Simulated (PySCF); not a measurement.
From computed data to an observable: chemical shift, span and skew from a shielding tensor

AlFH4O3Si, SMILES [SiH2](F)[O][Al]([OH])[OH]. Atoms are numbered in the order given.

```xyz
10

Si     1.9479    -0.0260    -0.2798
F      2.4488     0.3041     1.2333
O      0.3328     0.2065    -0.3664
Al    -1.3343    -0.0488    -0.1403
O     -1.8946    -1.6470    -0.0295
O     -2.4275     1.2490    -0.0540
H      2.3067    -1.4355    -0.5605
H      2.6382     0.9182    -1.1879
H     -2.8256    -1.8647     0.0943
H     -2.1686     2.1760    -0.1049
```
Charge 0, spin multiplicity 1.

Geometry: TPSSh-D3(BJ)/def2-SVP. The structure was generated by enumeration; whether it is a known compound was not checked. Other conformers were not sampled.

GIAO shieldings from PBE0/pcSseg-1 in PySCF, non-relativistic, no solvent. The symmetric part of the tensor of F2 has the principal values 239.0, 351.2, 405.3 ppm. The same nucleus in CFCl3 has σ = 167.2 ppm at this level (PySCF, at its B3LYP-D3(BJ)/def2-TZVP geometry).

**Question.** Work out the isotropic shielding, the ¹⁹F shift against CFCl3, the span and the skew.

**Answer.** 
σ(iso) = (σ11 + σ22 + σ33)/3 = 331.8 ppm. δ = σ(ref) − σ(iso) = 167.2 − (331.8) = -164.6 ppm.
Span Ω = σ33 − σ11 = 166.3 ppm. Skew κ = 3(σ(iso) − σ22)/Ω = -0.35. Tumbling in solution averages the tensor to δ; in a static solid the shielding alone would spread this spin-1/2 line over Ω.
